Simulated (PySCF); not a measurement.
Compound: C₃H₁₀Ge.
Z-matrix (Å and degrees, GFN2-xTB geometry), rows numbered from 1:
```
C 
C   1  1.5210
C   2  1.5245  1  111.95
Ge  3  1.9765  2  114.01  1   -60.91
H   1  1.0884  2  110.48  3   -57.69
H   1  1.0877  2  110.83  3  -178.07
H   1  1.0904  2  110.11  3    62.01
H   2  1.0941  1  109.49  3   121.47
H   2  1.0932  1  109.23  3  -121.06
H   3  1.0926  2  109.25  1   177.95
H   3  1.0921  2  109.65  1    61.41
H   4  1.4963  3  111.40  2   -41.81
H   4  1.4964  3  113.29  2    79.10
H   4  1.4967  3  110.99  2  -161.31
```

The closed-shell ground state was solved at several levels (PySCF, density fitting, gas phase). Relativistic effects, spin–orbit coupling among them, are left out although an element past zinc is present.

| level | basis functions | HOMO (eV) | LUMO (eV) | gap (eV) | dipole (D) |
| --- | --- | --- | --- | --- | --- |
| B3LYP/def2-SVPD | 178 | -8.10 | 0.24 | 8.34 | 0.92 |
| B3LYP/pcJ-1 (pcSseg-1 on Ge) | 222 | -8.13 | 0.91 | 9.04 | 0.90 |

(1) What might PBE0/pcSseg-1 (142 basis functions) give for the same quantities?

(2) Over all these levels, which gives the widest orbital gap and which the narrowest?

(3) How far do the dipole and the HOMO energy spread over the levels?

## Answers

(1) HOMO -8.35 eV, LUMO 1.16 eV, gap 9.51 eV, dipole 0.86 D.

(2) PBE0/pcSseg-1 (global hybrid, 25 % exact exchange) has the widest, 9.51 eV, and B3LYP/def2-SVPD (global hybrid, 20 % exact exchange) the narrowest, 8.34 eV. Functional and basis both differ between the two, so the spread mixes both effects.

(3) The dipole runs from 0.86 to 0.92 D (mean 0.89 D) and the HOMO from -8.35 to -8.10 eV.

One conformer stands for the species.
